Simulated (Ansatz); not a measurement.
Reaction (ligand exchange at a B–Se bond): `C[Se]BF` + `[SiH3]N[SiH3]` → `FBN([SiH3])[SiH3]` + `C[SeH]`

Gas-phase electronic energies from Ansatz, PBE0-D4/def2-TZVP geometries. CBS: MP2 limit from def2 TZ/QZ plus the TZ coupled-cluster correction, frozen cores. This one scheme is used for every species. Functionals use def2-TZVPP. B3LYP here is the variant with VWN-RPA as its local correlation; programs differ in this. HSE06 is defined as in plane-wave codes. For Se outer-core shells are correlated without core-valence functions, which leaves a few kJ/mol of doubt a bond. Scalar relativity is left out up to krypton. Each species was taken in one conformer, which may not be the lowest.

`C[Se]BF`:

```xyz
8

C    -0.672    1.131    0.000
Se   -0.963   -0.750    0.426
B     0.793   -1.412    0.015
F     1.048   -2.700    0.170
H     0.351    1.263   -0.346
H    -1.370    1.424   -0.781
H    -0.843    1.724    0.895
H     1.656   -0.681   -0.379
```

`[SiH3]N[SiH3]`:

Z-matrix (Å, degrees):
```
Si
N 1 1.726
H 1 1.490 2 112.6
H 1 1.484 2 107.4 3 119.9
H 1 1.489 2 110.9 3 -120.0
Si 2 1.726 1 128.9 3 -109.8
H 2 1.011 1 115.5 3 66.2
H 6 1.490 2 112.6 1 109.8
H 6 1.484 2 107.4 1 -10.1
H 6 1.488 2 110.9 1 -130.1
```

`FBN([SiH3])[SiH3]`:

Cartesian coordinates in Å:
```
F 1.420 -1.836 1.126
B 0.922 -1.393 -0.035
N 0.142 -0.220 -0.029
Si -0.547 0.427 -1.500
Si -0.145 0.610 1.495
H 1.166 -2.019 -1.024
H -0.053 1.810 -1.725
H -2.028 0.473 -1.389
H -0.150 -0.445 -2.631
H -0.868 -0.266 2.447
H -0.989 1.789 1.168
H 1.130 1.068 2.097
```

`C[SeH]`:

Cartesian coordinates in Å:
```
C 0.078 -0.355 -0.408
Se -0.984 0.771 0.777
H 0.768 0.249 -0.992
H -0.633 -0.839 -1.077
H 0.611 -1.113 0.161
H 0.161 1.286 1.539
```

```json
{"level": "LDA (SPW92)", "ΔE (kJ/mol)": "-47.9", "difference from CCSD(T)/CBS": "0.7"}
{"level": "revPBE-D4", "ΔE (kJ/mol)": "-41.7", "difference from CCSD(T)/CBS": "6.9"}
{"level": "B3LYP-D4", "ΔE (kJ/mol)": "-51.0", "difference from CCSD(T)/CBS": "-2.4"}
{"level": "r2SCAN0-D4", "ΔE (kJ/mol)": "-48.9", "difference from CCSD(T)/CBS": "-0.3"}
{"level": "HSE06-D4", "ΔE (kJ/mol)": "-45.5", "difference from CCSD(T)/CBS": "3.1"}
{"level": "CAM-B3LYP-D4", "ΔE (kJ/mol)": "-55.0", "difference from CCSD(T)/CBS": "-6.4"}
{"level": "ωB97X-V", "ΔE (kJ/mol)": "-51.3", "difference from CCSD(T)/CBS": "-2.7"}
{"level": "B2PLYP", "ΔE (kJ/mol)": "-48.4", "difference from CCSD(T)/CBS": "0.2"}
{"level": "PBE", "ΔE (kJ/mol)": "-39.4", "difference from CCSD(T)/CBS": "9.2"}
{"level": "BLYP", "ΔE (kJ/mol)": "-43.2", "difference from CCSD(T)/CBS": "5.4"}
{"level": "PBE0", "ΔE (kJ/mol)": "-43.6", "difference from CCSD(T)/CBS": "5.0"}
{"level": "CAM-B3LYP", "ΔE (kJ/mol)": "-52.7", "difference from CCSD(T)/CBS": "-4.1"}
{"level": "RPA@PBE/def2-TZVPP", "ΔE (kJ/mol)": "-50.4", "difference from CCSD(T)/CBS": "-1.8"}
{"level": "MP2/def2-SVP", "ΔE (kJ/mol)": "-61.2", "difference from CCSD(T)/CBS": "-12.6"}
{"level": "HF/def2-QZVPP", "ΔE (kJ/mol)": "-58.1", "difference from CCSD(T)/CBS": "-9.5"}
{"level": "HF/CBS(def2)", "ΔE (kJ/mol)": "-58.2", "difference from CCSD(T)/CBS": "-9.6"}
{"level": "CCSD(T)/CBS", "ΔE (kJ/mol)": "-48.6", "difference from CCSD(T)/CBS": "0"}
```

Largest T1 diagnostic among the species: 0.012.

In def2-TZVPP, CCSD(T) changes the Hartree–Fock value by +6.5 kJ/mol (the triples alone add +1.5 kJ/mol) and MP2 by +9.3 kJ/mol. The D4 term adds −3.8 kJ/mol with B3LYP and −2.2 kJ/mol with PBE0; it sums over pairs of atoms, weighted by their polarisabilities, and B3LYP, whose exchange is more repulsive, gets the larger term. From BLYP to BHLYP (50 % exact exchange), in def2-TZVPP and without D4, ΔE moves by −9.6 kJ/mol.
